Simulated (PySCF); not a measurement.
H3Cl2HfOSi, charge +1, singlet, at the geometry of the source list (the multiplicity is a formal guess) (core potentials on Hf); DF-HF/def2-SV(P) (PySCF).

The PySCF input:
```python
from pyscf import gto, scf

mol = gto.Mole()
mol.atom = '''
    Hf    0.95880000    0.02130000    1.49190000
    Cl    0.32810000   -0.74760000    3.48090000
    Cl    1.31160000    2.18530000    1.86010000
    O    -0.33520000   -0.11840000    0.17100000
    Si   -0.55710000   -0.29870000   -1.49290000
    H    -0.08010000    0.97970000   -2.05070000
    H    -1.97430000   -0.58950000   -1.66540000
    H     0.34820000   -1.43220000   -1.79480000
'''
mol.basis = 'def2-sv(p)'
mol.ecp = {'Hf': 'def2-sv(p)'}
mol.charge = 1
mol.verbose = 4
mol.build()

mf = scf.RHF(mol)
mf.init_guess = 'huckel'
mf = mf.density_fit(auxbasis='def2-universal-jkfit')
mf.kernel()
mf.analyze()
```

Question: Predict the main parts of the log of this PySCF run.

Answer: 
```
PySCF version 2.14.0

[INPUT] verbose = 4
[INPUT] num. atoms = 8
[INPUT] num. electrons = 70
[INPUT] charge = 1
[INPUT] spin (= nelec alpha-beta = 2S) = 0
[INPUT] symmetry False subgroup None
[INPUT] Mole.unit = angstrom
[INPUT] Symbol           X                Y                Z      unit          X                Y                Z       unit  Magmom
[...]
nuclear repulsion = 360.969391493276
number of shells = 47
number of NR pGTOs = 194
number of NR cGTOs = 99
basis = def2-sv(p)
ecp = {'Hf': 'def2-sv(p)'}

******** <class 'pyscf.df.df_jk.DFRHF'> ********
method = DFRHF
initial guess = huckel
damping factor = 0
level_shift factor = 0
DIIS = <class 'pyscf.scf.diis.CDIIS'>
diis_start_cycle = 1
diis_space = 8
diis_damp = 0
SCF conv_tol = 1e-09
SCF conv_tol_grad = None
SCF max_cycles = 50
direct_scf = False
Set gradient conv threshold to 3.16228e-05
Initial guess from on-the-fly Huckel, doi:10.1021/acs.jctc.8b01089.
Spherically averaged atomic HF for {'Si', 'H', 'Cl', 'O', 'Hf'}

******** <class 'pyscf.scf.atom_hf.AtomSphAverageRHF'> ********
method = AtomSphAverageRHF
initial guess = minao
damping factor = 0
level_shift factor = 0
DIIS = <class 'pyscf.scf.diis.CDIIS'>
diis_start_cycle = 1
diis_space = 8
diis_damp = 0
SCF conv_tol = 1e-09
SCF conv_tol_grad = None
SCF max_cycles = 50
direct_scf = True
direct_scf_tol = 1e-13
atom = Hf
Set gradient conv threshold to 3.16228e-05
Initial guess from minao.
init E= -34.5350326687345
cycle= 1 E= -47.0089735489288  delta_E= -12.5  |g|=    0  |ddm|= 6.64
cycle= 2 E= -47.0350524425981  delta_E= -0.0261  |g|=    0  |ddm|= 1.23
cycle= 3 E= -47.054995540647  delta_E= -0.0199  |g|=    0  |ddm|= 0.558
cycle= 4 E= -47.057890791635  delta_E= -0.0029  |g|=    0  |ddm|= 0.181
cycle= 5 E= -47.0578969892803  delta_E= -6.2e-06  |g|=    0  |ddm|= 0.0287
cycle= 6 E= -47.0578972211156  delta_E= -2.32e-07  |g|=    0  |ddm|= 0.00548
cycle= 7 E= -47.0578972418083  delta_E= -2.07e-08  |g|=    0  |ddm|= 0.00127
cycle= 8 E= -47.0578972418126  delta_E= -4.28e-12  |g|=    0  |ddm|= 1.84e-05
Extra cycle  E= -47.0578972418125  delta_E= 1.56e-13  |g|=    0  |ddm|= 3.04e-06
Atomic HF for atom  Hf  converged. SCF energy = -47.0578972418125

******** <class 'pyscf.scf.atom_hf.AtomSphAverageRHF'> ********
method = AtomSphAverageRHF
initial guess = minao
damping factor = 0
level_shift factor = 0
DIIS = <class 'pyscf.scf.diis.CDIIS'>
diis_start_cycle = 1
diis_space = 8
diis_damp = 0
SCF conv_tol = 1e-09
SCF conv_tol_grad = None
SCF max_cycles = 50
direct_scf = True
direct_scf_tol = 1e-13
atom = Cl
Set gradient conv threshold to 3.16228e-05
Initial guess from minao.
init E= -459.076232193589
cycle= 1 E= -459.117036390558  delta_E= -0.0408  |g|=    0  |ddm|= 0.0448
cycle= 2 E= -459.117046106835  delta_E= -9.72e-06  |g|=    0  |ddm|= 0.0126
cycle= 3 E= -459.117046525591  delta_E= -4.19e-07  |g|=    0  |ddm|= 0.00136
cycle= 4 E= -459.117046534463  delta_E= -8.87e-09  |g|=    0  |ddm|= 0.000457
cycle= 5 E= -459.117046534584  delta_E= -1.21e-10  |g|=    0  |ddm|= 5.89e-05
Extra cycle  E= -459.117046534584  delta_E=    0  |g|=    0  |ddm|= 2.11e-07
Atomic HF for atom  Cl  converged. SCF energy = -459.117046534584

******** <class 'pyscf.scf.atom_hf.AtomSphAverageRHF'> ********
method = AtomSphAverageRHF
initial guess = minao
damping factor = 0
level_shift factor = 0
DIIS = <class 'pyscf.scf.diis.CDIIS'>
diis_start_cycle = 1
diis_space = 8
diis_damp = 0
SCF conv_tol = 1e-09
SCF conv_tol_grad = None
SCF max_cycles = 50
direct_scf = True
direct_scf_tol = 1e-13
atom = O
Set gradient conv threshold to 3.16228e-05
Initial guess from minao.
init E= -74.1788039093236
cycle= 1 E= -74.1948875786556  delta_E= -0.0161  |g|=    0  |ddm|= 0.106
cycle= 2 E= -74.1952027336708  delta_E= -0.000315  |g|=    0  |ddm|= 0.0459
cycle= 3 E= -74.1952618091125  delta_E= -5.91e-05  |g|=    0  |ddm|= 0.0112
cycle= 4 E= -74.1952623833981  delta_E= -5.74e-07  |g|=    0  |ddm|= 0.00215
cycle= 5 E= -74.1952623834021  delta_E= -3.99e-12  |g|=    0  |ddm|= 2.69e-06
Extra cycle  E= -74.1952623834021  delta_E=    0  |g|=    0  |ddm|= 5.97e-08
Atomic HF for atom  O  converged. SCF energy = -74.1952623834021

******** <class 'pyscf.scf.atom_hf.AtomSphAverageRHF'> ********
method = AtomSphAverageRHF
initial guess = minao
damping factor = 0
level_shift factor = 0
DIIS = <class 'pyscf.scf.diis.CDIIS'>
diis_start_cycle = 1
diis_space = 8
diis_damp = 0
SCF conv_tol = 1e-09
SCF conv_tol_grad = None
SCF max_cycles = 50
direct_scf = True
direct_scf_tol = 1e-13
atom = Si
Set gradient conv threshold to 3.16228e-05
Initial guess from minao.
init E= -288.485999061141
cycle= 1 E= -288.522380913752  delta_E= -0.0364  |g|=    0  |ddm|=  0.4
cycle= 2 E= -288.52281023695  delta_E= -0.000429  |g|=    0  |ddm|= 0.0901
cycle= 3 E= -288.522821650963  delta_E= -1.14e-05  |g|=    0  |ddm|= 0.00678
cycle= 4 E= -288.522821983137  delta_E= -3.32e-07  |g|=    0  |ddm|= 0.00419
cycle= 5 E= -288.522821983356  delta_E= -2.19e-10  |g|=    0  |ddm|= 3.09e-05
Extra cycle  E= -288.522821983357  delta_E= -6.25e-13  |g|=    0  |ddm|= 2.77e-06
Atomic HF for atom  Si  converged. SCF energy = -288.522821983357

******** 1 electron system ********
Atomic HF for atom  H  converged. SCF energy = -0.499278405714347

[...]
******** <class 'pyscf.df.df.DF'> ********
auxbasis = def2-universal-jkfit
init E= -1330.18382405952
[...]
cycle= 1 E= -1331.14790966466  delta_E= -0.964  |g|= 1.23  |ddm|= 3.38
[...]
cycle= 2 E= -1331.33317330039  delta_E= -0.185  |g|= 0.894  |ddm|= 2.12
[...]
cycle= 3 E= -1331.50910133074  delta_E= -0.176  |g|= 0.0776  |ddm|= 0.758
[...]
cycle= 4 E= -1331.51096245745  delta_E= -0.00186  |g|= 0.0358  |ddm|= 0.122
[...]
cycle= 5 E= -1331.51142186626  delta_E= -0.000459  |g|= 0.00802  |ddm|= 0.0551
[...]
cycle= 6 E= -1331.51146620061  delta_E= -4.43e-05  |g|= 0.00199  |ddm|= 0.0197
[...]
cycle= 7 E= -1331.51146971345  delta_E= -3.51e-06  |g|= 0.000482  |ddm|= 0.00548
[...]
cycle= 8 E= -1331.51146990169  delta_E= -1.88e-07  |g|= 0.000117  |ddm|= 0.00124
[...]
cycle= 9 E= -1331.51146991344  delta_E= -1.17e-08  |g|= 3.59e-05  |ddm|= 0.000294
[...]
cycle= 10 E= -1331.51146991473  delta_E= -1.29e-09  |g|= 9.79e-06  |ddm|= 0.000105
[...]
cycle= 11 E= -1331.51146991482  delta_E= -8.82e-11  |g|= 3.48e-06  |ddm|= 2.53e-05
[...]
Extra cycle  E= -1331.51146991483  delta_E= -1.39e-11  |g|= 1.92e-06  |ddm|= 6.17e-06
converged SCF energy = -1331.51146991483
**** SCF Summaries ****
Total Energy =                       -1331.511469914829149
Nuclear Repulsion Energy =             360.969391493276134
One-electron Energy =                -2561.981366588876881
Two-electron Energy =                  869.500505180771484
Two-electron Coulomb Energy =          959.614625537370102
DFT Exchange-Correlation Energy =      -90.114120356598619
HOMO-LUMO gap [eV] =                    11.130439122773685
**** MO energy ****
[...]
WARN: System has nonzero charge 1; the dipole moment is origin-dependent.
Location of origin: [0. 0. 0.]

Dipole moment(X, Y, Z, Debye):  6.53041, -2.12555,  2.80114
```
